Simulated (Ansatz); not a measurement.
Consider the redistribution: `B[SiH2]C#N` + `C[SiH2]C#N` → `N#C[SiH2]C#N` + `B[SiH2]C`.

Program: Ansatz. Geometries: PBE0-D4/def2-TZVP. ΔE: electronic, gas phase. CCSD(T)/CBS adds triple-zeta CCSD(T) − MP2 to the extrapolated MP2 energy (def2 sets, frozen cores). Functionals use def2-TZVPP. HSE06 is defined as in plane-wave codes.

```tsv
level	ΔE (eV)
B97M-V	0.30
PBE0-D4	0.32
HSE06-D4	0.32
ωB97M-V	0.32
r2SCAN	0.32
LC-ωPBE	0.33
RPA@PBE/def2-TZVPP	0.27
CCSD/def2-TZVPP	0.30
```

What does CCSD(T)/CBS give? (Best estimate.)

Ansatz gave: +0.30 eV. The listed levels differ from it by 0.00, 0.02, 0.02, 0.02, 0.02, 0.03, -0.03, 0.00 eV.

Largest T1 diagnostic among the species: 0.014.

Leaving LDA and LC-ωPBE aside and taking each functional with its dispersion term where it has one, the values, not all of them listed here, spread over 0.05 eV, from revPBE-D4 to BHLYP-D4. At CCSD(T), def2-SVP lies −0.04 eV from the extrapolated value and def2-TZVPP −0.01 eV.
